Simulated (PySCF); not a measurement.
CH₄ClFOSi. Atoms are numbered in the order given.

```xyz
9

Si     0.0759     0.1558     0.4484
F     -0.0076     1.7402     0.1247
Cl     1.8593    -0.5662    -0.2485
O     -1.1145    -0.6300    -0.3550
C     -2.5038    -0.3734    -0.2558
H     -0.0124     0.0053     1.9134
H     -2.7479     0.6496    -0.5897
H     -2.8695    -0.5031     0.7788
H     -3.0335    -1.0889    -0.9014
```

Geometry: B3LYP-D3(BJ)/def2-SVP. One conformer was computed; it need not be the lowest.

Calculation: TDDFT-B3LYP/def2-SVPD in PySCF 2.14.0.

Vertical excitations. Isolated molecule, no solvent.

Task: List the lowest excited states. (The exact figures need the calculation; the answer reports its results.)

Result: 
```
state  energy (eV)  λ (nm)      f                                                                    main pairs
-----  -----------  ------  -----  ----------------------------------------------------------------------------
S1            7.80     159  0.012                                                                HOMO→LUMO 97 %
S2            8.07     154  0.002                                            HOMO→LUMO+1 63 %, HOMO→LUMO+2 27 %
S3            8.21     151  0.013                           HOMO−1→LUMO 49 %, HOMO→LUMO+2 37 %, HOMO→LUMO+1 8 %
S4            8.33     149  0.082       HOMO−1→LUMO 39 %, HOMO→LUMO+2 25 %, HOMO→LUMO+1 20 %, HOMO−2→LUMO+1 7 %
S5            8.41     147  0.026                                          HOMO−2→LUMO 58 %, HOMO−2→LUMO+1 25 %
S6            8.46     147  0.035                                          HOMO−1→LUMO+1 65 %, HOMO−3→LUMO 15 %
S7            8.58     145  0.012                                        HOMO−1→LUMO+2 69 %, HOMO−1→LUMO+1 13 %
S8            8.68     143  0.024  HOMO−3→LUMO 31 %, HOMO−1→LUMO+2 14 %, HOMO−2→LUMO+2 14 %, HOMO−3→LUMO+1 10 %
S9            8.69     143  0.023                                                              HOMO→LUMO+3 76 %
S10           8.71     142  0.012     HOMO−2→LUMO+1 39 %, HOMO−3→LUMO 21 %, HOMO−2→LUMO+2 13 %, HOMO−2→LUMO 8 %
T1            7.64     162      0                                                                HOMO→LUMO 91 %
T2            7.68     161      0                          HOMO→LUMO+2 47 %, HOMO→LUMO+1 36 %, HOMO→LUMO+3 11 %
T3            7.83     158      0    HOMO−1→LUMO 43 %, HOMO−1→LUMO+1 16 %, HOMO−2→LUMO 12 %, HOMO−2→LUMO+1 11 %
T4            7.92     157      0        HOMO→LUMO+2 34 %, HOMO→LUMO+1 33 %, HOMO−2→LUMO+1 6 %, HOMO−3→LUMO 6 %
```
Triplets are in the Tamm–Dancoff approximation, which puts them higher than full response would, so one can lie above its singlet here.
